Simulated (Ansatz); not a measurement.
Basis-set extrapolation for CH6S2Si, SMILES `CS[SiH2]S` (PBE0-D4/def2-TZVP geometry, frozen core, Ansatz). Multiplicity 1, RHF reference.

|  | def2-TZVPP | def2-QZVPP |
| --- | --- | --- |
| HF | -1125.463980 | -1125.497443 |
| MP2 correlation | -0.658264 | -0.711422 |
| CCSD(T) correlation | -0.750551 | not run |

Energies in hartree. Use E(X) = E(∞) + A·exp(−7.88·√X) for Hartree–Fock and E(X) = E(∞) + B·X^(−2.97) for correlation, with X = 3 and 4, and add CCSD(T) minus MP2 of the smaller set to the MP2 limit.

Task: What is the CCSD(T) energy at the basis-set limit?

Result: HF limit: -1125.497443 + (-0.033463) × 0.13774 = -1125.50205. MP2 limit: -0.711422 + (-0.053158) × 0.74074 = -0.75080. Higher-order term: -0.750551 − (-0.658264) = -0.09229. Total: -1126.34514 hartree, 342.9 kJ/mol below CCSD(T)/def2-TZVPP.
